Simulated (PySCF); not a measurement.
C3H8ClSi, SMILES [CH2][Si](C)(C)Cl, multiplicity 2.

The structure is a stationary point at TPSSh-D3(BJ)/def2-SVP. A frequency run showed that this geometry is not a minimum. The isomer is the one that the SMILES or the coordinates give; other isomers of the formula were not compared.

All values below come from TPSSh-D3(BJ)/def2-SVP (PySCF).

Frequencies are harmonic and unscaled.

```csv
mode,ν (cm⁻¹),IR (km/mol),moving atoms (share of kinetic energy)
1,83i,0.1,H 97 %
2,161,0.0,H 98 %
3,173,1.2,"C 48 %, H 31 %, Cl 19 %"
4,174,0.1,H 96 %
5,177,0.4,"C 53 %, H 32 %, Cl 15 %"
6,217,0.9,"H 36 %, C 35 %, Cl 18 %, Si 11 %"
7,232,5.3,"C 36 %, H 31 %, Si 25 %, Cl 9 %"
8,236,3.6,"C 40 %, H 29 %, Si 24 %"
9,488,43.5,"Cl 46 %, Si 28 %, C 17 %, H 9 %"
10,549,39.5,"H 72 %, C 28 %"
11,641,19.4,"C 55 %, H 28 %, Si 15 %"
12,688,10.2,"H 62 %, C 31 %"
13,690,4.6,"H 56 %, C 33 %, Si 11 %"
14,751,1.0,"H 78 %, C 21 %"
15,763,19.8,"C 41 %, H 38 %, Si 21 %"
16,783,106.7,"H 40 %, Si 34 %, C 26 %"
17,858,138.3,"H 60 %, C 22 %, Si 17 %"
18,873,100.7,"H 55 %, C 23 %, Si 21 %"
19,1277,20.6,"H 78 %, C 22 %"
20,1282,8.6,"H 80 %, C 20 %"
21,1385,5.3,"H 87 %, C 12 %"
22,1442,2.1,H 95 %
23,1446,0.4,H 95 %
24,1450,1.9,H 96 %
25,1458,5.1,H 96 %
26,3028,3.8,H 97 %
27,3029,6.3,H 97 %
28,3116,2.1,H 95 %
29,3119,0.2,"H 91 %, C 9 %"
30,3120,15.2,"H 91 %, C 9 %"
31,3135,3.6,"H 91 %, C 9 %"
32,3135,5.4,"H 91 %, C 9 %"
33,3220,1.3,"H 90 %, C 10 %"
```
